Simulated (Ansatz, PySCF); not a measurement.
Si(OMe)4 (C₄H₁₂O₄Si), SMILES O([Si](OC)(OC)OC)C.

Geometry: PBE0-D3(BJ)/def2-SVP. The isomer is the one that the SMILES or the coordinates give; other isomers of the formula were not compared. The values are those of a single conformer.

Vertical ionisation energy (IE) and electron affinity (EA) in eV. Rows of orbital energies are one-electron estimates. Where ΔSCF, EOM or ADC give a negative EA the extra electron is unbound and the value depends on the basis.

| level | IE | EA |
|---|---|---|
| −ε(HOMO), −ε(LUMO), HF/def2-SVP (PySCF) | 12.06 | -4.79 |
| −ε(HOMO), −ε(LUMO), PBE/def2-SVP (PySCF) | … | … |
| ΔSCF, PBE0/def2-SVPD (Ansatz), final states of multiplicity 2 and 2 | 9.83 | -1.49 |
| ΔSCF, PBE/def2-SVPD (Ansatz), final states of multiplicity 2 and 2 | 9.06 | -1.25 |

Task: What belongs in the gaps? (The exact figures need the calculation; the answer reports its results.)

Result: 
- −ε(HOMO), −ε(LUMO), PBE/def2-SVP (PySCF), IE: 6.25
- −ε(HOMO), −ε(LUMO), PBE/def2-SVP (PySCF), EA: -0.71

Task: What vertical singlet–triplet gap does ΔSCF give with PBE0/def2-SVPD (Ansatz, a program for electronic structure) and with PBE/def2-SVPD (Ansatz)? (The exact figures need the calculation; the answer reports its results.)

Result: 7.40 and 6.38 eV (triplet above singlet where positive).
